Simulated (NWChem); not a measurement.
Species: CHS2 cation; SMILES S=C=[SH+]

Results from NWChem. Coordinates come from a PBE0/def2-SVP optimisation. Vertical excitations in the gas phase.

**Question.** What does the run give for PBE/def2-SVP, full TDDFT? Quantities: lowest excitation, singlet (eV); oscillator strength of that lowest state; lowest state with f > 0.02, singlet (eV); orbital gap (eV).

**Answer.** 
```
Quantity                                  Result
----------------------------------------  ------
lowest excitation, singlet (eV)             3.34
oscillator strength of that lowest state   0.000
lowest state with f > 0.02, singlet (eV)    7.04
orbital gap (eV)                            3.22
```
